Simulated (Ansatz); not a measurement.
`ClC[SiH2]Cl` + NH₃ → `N[SiH2]CCl` + HCl at 600 K and 1 bar (ligand exchange at the Si–Cl bond).

Isolated molecules relaxed with PBE0-D4/def2-TZVP in Ansatz; ΔE leaves out vibrations. CCSD(T)/CBS is the MP2 limit (def2-TZVPP, def2-QZVPP) plus CCSD(T) − MP2 in def2-TZVPP, frozen cores. This one scheme is used for every species. Each species was taken in one conformer, which may not be the lowest.

```json
{"species": "`ClC[SiH2]Cl`", "CCSD(T)/CBS energy (Eh)": "-1249.14529", "H − E (kJ/mol)": "174.5", "S (J/(mol·K))": "405.1"}
{"species": "NH₃", "CCSD(T)/CBS energy (Eh)": "-56.50880", "H − E (kJ/mol)": "112.4", "S (J/(mol·K))": "219.5"}
{"species": "`N[SiH2]CCl`", "CCSD(T)/CBS energy (Eh)": "-845.25405", "H − E (kJ/mol)": "245.7", "S (J/(mol·K))": "420.8"}
{"species": "HCl", "CCSD(T)/CBS energy (Eh)": "-460.38127", "H − E (kJ/mol)": "35.4", "S (J/(mol·K))": "207.2"}
```

H − E and S are ideal-gas, rigid-rotor, harmonic terms from PBE0-D4/def2-TZVP, for one conformer and one mirror image of each species. 1 Eh = 2625.50 kJ/mol, R = 8.31446 J/(mol·K).

Task: By hand: ΔE, ΔH, ΔS and ΔG.

Result: ΔE = (-845.25405) + (-460.38127) − (-1249.14529) − (-56.50880) = 0.01877 Eh = 49.3 kJ/mol. Δ(H − E) = 245.7 + 35.4 − 174.5 − 112.4 = -5.8, so ΔH = 43.5 kJ/mol. ΔS = 420.8 + 207.2 − 405.1 − 219.5 = 3.4 J/(mol·K). ΔG = 43.5 − 600 × (3.4)/1000 = 41.5 kJ/mol.

Task: By hand: the equilibrium constant, and the temperature at which ΔG would vanish if ΔH and ΔS stayed fixed.

Result: log₁₀ K = −ΔG/(RT ln 10) = -3.6. ΔG = 0 at ΔH/ΔS = 12794 K, far beyond where these terms or the molecules hold.

The number of gas molecules stays the same, so ΔS is small and ΔH decides. A doubt of 5 kJ/mol in ΔE shifts log₁₀ K by 0.4 here. Other conformers and mirror images would add mixing entropy, several J/(mol·K) or more a flexible species. These are equilibria of isolated gas molecules and say nothing of rates. Largest T1 diagnostic: 0.010 (customary marks: 0.02 for closed shells, 0.045 for open ones).
